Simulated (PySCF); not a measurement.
**Electron correlation in N (nitrogen, neutral)**

[He] 2s2 2p3, high-spin 4S determinant. Computed with PySCF 2.14 in jorge-DZP-DKH (4s2p1d, 15 functions), with the spin-free X2C one-electron Hamiltonian (Gaussian nucleus). Frozen: 1s2; 5 electrons correlated.

MP2 pair energies summed by pair of shells (mhartree):

```csv
pair,energy,share (%)
2s-2p,-44.88,64.2
2p-2p,-16.56,23.7
2s-2s,-8.45,12.1
```

Total MP2 correlation energy: -69.89 mhartree.

Same-spin part -20.39 and opposite-spin part -49.50 mhartree; SCS-MP2 scales them by 1/3 and 6/5 to -66.19 mhartree.

```tsv
level	correlation energy (mhartree)
CCSD	-85.46
(T)	-0.73
CCSD(T)	-86.19
```

Diagnostics: T1 = 0.0052, D1 = 0.0115, largest double amplitude 0.037.

Cost of the coupled-cluster step: 0.07 s of wall time on 1 thread of Neoverse-V2 (shared host), for 5 correlated electrons.

Iterations:

```
CC2 = 0
CCSD nocc = (np.int64(4), np.int64(1)), nmo = (14, 14)
frozen orbitals [[0], [0]]
max_cycle = 100
direct = 0
conv_tol = 1e-08
conv_tol_normt = 1e-06
diis_space = 8
diis_start_cycle = 0
Init t2, MP2 energy = -0.0698867705516237
Init E_corr(UCCSD) = -0.0698867705662873
cycle = 1  E_corr(UCCSD) = -0.0821054848080564  dE = -0.0122187142  norm(t1,t2) = 0.0282183
cycle = 2  E_corr(UCCSD) = -0.0845332363113046  dE = -0.0024277515  norm(t1,t2) = 0.00866341
cycle = 3  E_corr(UCCSD) = -0.0854998001977777  dE = -0.000966563886  norm(t1,t2) = 0.00343649
cycle = 4  E_corr(UCCSD) = -0.0854529263269521  dE = 4.68738708e-05  norm(t1,t2) = 0.000494669
cycle = 5  E_corr(UCCSD) = -0.0854557631090406  dE = -2.83678209e-06  norm(t1,t2) = 9.38407e-05
cycle = 6  E_corr(UCCSD) = -0.08545587775185  dE = -1.14642809e-07  norm(t1,t2) = 1.83274e-05
cycle = 7  E_corr(UCCSD) = -0.0854560904565385  dE = -2.12704689e-07  norm(t1,t2) = 1.27888e-06
cycle = 8  E_corr(UCCSD) = -0.0854560469392944  dE = 4.35172441e-08  norm(t1,t2) = 1.67334e-07
cycle = 9  E_corr(UCCSD) = -0.0854560487176654  dE = -1.77837096e-09  norm(t1,t2) = 2.34891e-08
UCCSD converged
E(UCCSD) = -54.51174911459712  E_corr = -0.08545604871766541
UCCSD(T) correction = -0.000729204936333758
```
